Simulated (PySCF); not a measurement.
**How methods differ on the ionisation energy of Si²⁺**

Si²⁺ [Ne] 3s2 (1S) → Si³⁺ [Ne] 3s1 (2S), as a difference of total energies. All numbers are calculated (PySCF 2.14, the spin-free X2C one-electron Hamiltonian (Gaussian nucleus), in aug-cc-pCVTZ-DK). Correlated levels: valence: [Ne] frozen; valence and next inner shell: 1s2 frozen; nothing frozen. The calculations carry no spin-orbit coupling.

Task: Order these methods by the ionisation energy they give, lowest first.
A. LDA
B. UHF
C. r2SCAN
D. SCS-MP2 (valence)

Result: B (32.021 eV), C (32.936 eV), D (33.068 eV), A (33.590 eV).

Errors of the correlated levels include the incompleteness of this basis and the frozen core.

MP2 underrates the near-degeneracy of ns² with np² in the lower species.

For comparison: 33.493 eV (measured; NIST Atomic Spectra Database, ionization energies).
